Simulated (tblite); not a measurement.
Input of a run (GFN2-xTB geometry optimisation, gas phase (tblite 0.8.0)), started from a force field or distance geometry:
```
{"job": {"kind": "relax", "xc": "GFN2-xTB", "basis": "xTB"}, "charge": 0, "multiplicity": 1}
N     -3.021700     2.410300     1.693100
C     -2.089900     2.275900     1.027000
C     -0.894200     2.067600     0.195300
Si     0.102600     0.584800     0.714200
Si    -1.399900    -1.294700     0.642600
N     -2.008800    -1.520100    -0.945500
N      1.583100     0.459100    -0.120300
Si     1.432700     0.037300    -1.742200
Si     2.654700    -0.624500     0.636500
H     -0.272900     2.962000     0.243800
H     -1.224300     1.961300    -0.852300
H      0.432200     0.779600     2.158500
H     -2.579300    -1.099200     1.516500
H     -0.669500    -2.533500     0.984500
H     -2.873000    -0.984300    -1.049800
H     -2.279000    -2.494600    -1.037500
H      1.042000    -1.385000    -1.894900
H      0.414800     0.913900    -2.370300
H      2.714800     0.279700    -2.426500
H      2.075400    -1.983000     0.680600
H      3.943300    -0.630500    -0.075800
H      2.906700    -0.162700     2.021700
```

Output (eV, eV/Å):
```
step      E/eV     max force
  0    -724.04378    2.896
  1    -724.35509    1.359
  2    -724.39514    3.336
  3    -724.44201    1.600
  4    -724.47936    0.675
  5    -724.51695    0.431
  6    -724.56581    0.837
  7    -724.59025    0.504
  8    -724.61045    0.385
  9    -724.63153    0.565
 10    -724.65458    0.681
 11    -724.67430    0.399
 12    -724.68988    0.263
 13    -724.70336    0.359
 14    -724.71439    0.446
 15    -724.72154    0.271
 16    -724.72698    0.211
 17    -724.73292    0.271
 18    -724.74011    0.416
 19    -724.74735    0.345
 20    -724.75246    0.160
 21    -724.75572    0.171
 22    -724.75875    0.223
 23    -724.76192    0.241
 24    -724.76482    0.147
 25    -724.76704    0.107
 26    -724.76866    0.119
 27    -724.77020    0.101
 28    -724.77200    0.123
 29    -724.77421    0.131
 30    -724.77682    0.152
 31    -724.77946    0.137
 32    -724.78154    0.082
 33    -724.78298    0.077
 34    -724.78419    0.088
 35    -724.78541    0.087
 36    -724.78664    0.092
 37    -724.78769    0.078
 38    -724.78872    0.083
 39    -724.78984    0.102
 40    -724.79118    0.088
 41    -724.79258    0.088
 42    -724.79405    0.089
 43    -724.79538    0.097
 44    -724.79653    0.085
 45    -724.79726    0.065
 46    -724.79787    0.077
 47    -724.79842    0.068
 48    -724.79906    0.079
 49    -724.79946    0.050
 50    -724.79976    0.048
 51    -724.80002    0.040
 52    -724.80030    0.061
 53    -724.80060    0.056
 54    -724.80085    0.042
 55    -724.80102    0.038
 56    -724.80118    0.032
 57    -724.80136    0.033
 58    -724.80153    0.030
 59    -724.80167    0.031
 60    -724.80178    0.025
 61    -724.80191    0.026
 62    -724.80204    0.026
 63    -724.80216    0.030
 64    -724.80224    0.027
 65    -724.80232    0.022
 66    -724.80242    0.030
 67    -724.80255    0.038
 68    -724.80268    0.030
 69    -724.80277    0.026
 70    -724.80285    0.026
 71    -724.80296    0.038
 72    -724.80312    0.049
 73    -724.80330    0.042
 74    -724.80344    0.028
 75    -724.80352    0.017
 76    -724.80357    0.017
 77    -724.80362    0.019
 78    -724.80370    0.026
 79    -724.80383    0.036
 80    -724.80403    0.034
 81    -724.80424    0.035
 82    -724.80440    0.029
 83    -724.80451    0.024
 84    -724.80461    0.026
 85    -724.80476    0.032
 86    -724.80497    0.037
 87    -724.80516    0.033
 88    -724.80528    0.020
 89    -724.80536    0.020
 90    -724.80543    0.022
 91    -724.80552    0.030
 92    -724.80564    0.034
 93    -724.80577    0.030
 94    -724.80588    0.024
 95    -724.80596    0.020
 96    -724.80603    0.021
 97    -724.80613    0.021
 98    -724.80623    0.024
 99    -724.80634    0.025
100    -724.80644    0.023
101    -724.80657    0.025
102    -724.80676    0.043
103    -724.80703    0.052
104    -724.80742    0.065
105    -724.80791    0.077
106    -724.80844    0.113
107    -724.80886    0.186
108    -724.80955    0.070
109    -724.81031    0.284
110    -724.81147    0.199
111    -724.81348    0.133
112    -724.81206    0.412
113    -724.81683    0.264
114    -724.81845    0.134
115    -724.81913    0.399
116    -724.82175    0.167
117    -724.82261    0.082
118    -724.82403    0.104
119    -724.82565    0.182
120    -724.82859    0.219
121    -724.83186    0.181
122    -724.83443    0.158
123    -724.83623    0.170
124    -724.83735    0.193
125    -724.84062    0.105
126    -724.84252    0.175
127    -724.84454    0.160
128    -724.84676    0.166
129    -724.84836    0.099
130    -724.84945    0.136
131    -724.85035    0.147
132    -724.85197    0.079
133    -724.85360    0.086
134    -724.85507    0.182
135    -724.85681    0.168
136    -724.85983    0.123
137    -724.86307    0.114
138    -724.86424    0.149
139    -724.86616    0.238
140    -724.86794    0.134
141    -724.86949    0.100
142    -724.87193    0.140
143    -724.87421    0.092
144    -724.87627    0.076
145    -724.87810    0.079
146    -724.87944    0.052
147    -724.88039    0.058
148    -724.88110    0.060
149    -724.88181    0.057
150    -724.88259    0.047
151    -724.88390    0.057
152    -724.88469    0.055
153    -724.88554    0.053
154    -724.88622    0.052
155    -724.88692    0.053
156    -724.88752    0.048
157    -724.88797    0.042
158    -724.88827    0.046
159    -724.88852    0.037
160    -724.88881    0.040
161    -724.88918    0.041
162    -724.88956    0.048
163    -724.88989    0.050
164    -724.89013    0.043
165    -724.89034    0.033
166    -724.89058    0.031
167    -724.89087    0.057
168    -724.89120    0.058
169    -724.89153    0.058
170    -724.89188    0.036
171    -724.89228    0.035
172    -724.89278    0.056
173    -724.89326    0.060
174    -724.89366    0.053
175    -724.89399    0.042
176    -724.89434    0.040
177    -724.89474    0.070
178    -724.89524    0.074
179    -724.89568    0.069
180    -724.89601    0.043
181    -724.89625    0.034
182    -724.89647    0.028
183    -724.89667    0.033
184    -724.89688    0.032
185    -724.89705    0.025
186    -724.89718    0.022
187    -724.89729    0.027
188    -724.89739    0.023
189    -724.89748    0.029
190    -724.89757    0.020
191    -724.89764    0.017
192    -724.89772    0.024
193    -724.89782    0.026
194    -724.89797    0.034
195    -724.89816    0.039
196    -724.89836    0.032
197    -724.89854    0.026
198    -724.89874    0.034
199    -724.89895    0.050
200    -724.89926    0.042
201    -724.89961    0.028
202    -724.89983    0.033
203    -724.89998    0.041
204    -724.90020    0.053
205    -724.90045    0.037
206    -724.90061    0.033
207    -724.90077    0.021
208    -724.90086    0.021
209    -724.90094    0.022
210    -724.90104    0.025
211    -724.90113    0.037
212    -724.90124    0.034
213    -724.90136    0.032
214    -724.90148    0.029
215    -724.90159    0.031
216    -724.90168    0.034
217    -724.90178    0.080
218    -724.90191    0.035
219    -724.90211    0.044
220    -724.90226    0.046
221    -724.90246    0.059
222    -724.90271    0.048
223    -724.90304    0.051
224    -724.90335    0.055
225    -724.90358    0.047
226    -724.90383    0.047
227    -724.90414    0.049
228    -724.90447    0.068
229    -724.90481    0.061
230    -724.90507    0.051
231    -724.90543    0.039
232    -724.90568    0.029
233    -724.90582    0.025
234    -724.90592    0.025
235    -724.90603    0.028
236    -724.90614    0.033
237    -724.90625    0.034
238    -724.90636    0.027
239    -724.90645    0.029
240    -724.90652    0.023
241    -724.90656    0.016
242    -724.90660    0.014
243    -724.90663    0.016
244    -724.90666    0.018
245    -724.90670    0.014
246    -724.90673    0.014
247    -724.90677    0.015
248    -724.90682    0.015
249    -724.90685    0.013
250    -724.90688    0.014
251    -724.90692    0.013
252    -724.90696    0.016
253    -724.90700    0.019
254    -724.90704    0.016
255    -724.90707    0.013
256    -724.90710    0.014
257    -724.90715    0.021
258    -724.90721    0.027
259    -724.90730    0.026
260    -724.90741    0.018
261    -724.90748    0.018
262    -724.90757    0.025
263    -724.90766    0.031
264    -724.90776    0.029
265    -724.90789    0.042
266    -724.90802    0.033
267    -724.90823    0.026
268    -724.90837    0.028
269    -724.90862    0.046
270    -724.90886    0.046
271    -724.90907    0.044
272    -724.90932    0.032
273    -724.90954    0.038
274    -724.90982    0.048
275    -724.91009    0.032
276    -724.91042    0.032
277    -724.91071    0.037
278    -724.91083    0.032
279    -724.91094    0.040
280    -724.91106    0.022
281    -724.91117    0.017
282    -724.91123    0.020
283    -724.91130    0.019
284    -724.91136    0.029
285    -724.91142    0.016
286    -724.91146    0.021
287    -724.91148    0.010
```

Question: Summarise the run.

Answer: The energy falls by 0.868 eV over 287 L-BFGS steps, the largest force on an atom goes from 2.90 to 0.010 eV/Å, and the atoms move by 0.996 Å rms after alignment. The bond that changes most is Si4–Si5 (SiH silicon to SiH2 silicon), which shortens by 0.103 Å. Bonds longer at the end by more than 0.005 Å: 5 of 21; shorter: 14. Among the angles that change most is Si5–N6–H16, from 107.7° to 119.5°. Among the dihedrals that turn most is C3–Si4–Si5–H13, from -58° to -137°. The energy rose by more than 1e-5 eV at step 112. The first step brought 36 % of the lowering.

Question: What are the final bond lengths?

Answer: N1≡C2 1.147 Å, C2–C3 1.419 Å, C3–Si4 1.934 Å, Si4–Si5 2.304 Å, Si5–N6 1.721 Å, Si4–N7 1.751 Å, N7–Si8 1.745 Å, N7–Si9 1.742 Å, C3–H10 1.091 Å, C3–H11 1.090 Å, Si4–H12 1.475 Å, Si5–H13 1.480 Å, Si5–H14 1.471 Å, N6–H15 1.009 Å, N6–H16 1.008 Å, Si8–H17 1.461 Å, Si8–H18 1.464 Å, Si8–H19 1.468 Å, Si9–H20 1.466 Å, Si9–H21 1.461 Å, Si9–H22 1.460 Å. Numbering counts from 1 in the input's order; the species is `N#CC[Si@@H]([SiH2]N)N([SiH3])[SiH3]`.

On one thread, Arm Neoverse N1 (aarch64), shared host with 64 logical CPUs at a one-minute load of 49, this took 6.3 s.

GFN2-xTB frequencies show an imaginary mode (26i cm⁻¹), so the point is no minimum at that level.

These are computed values.
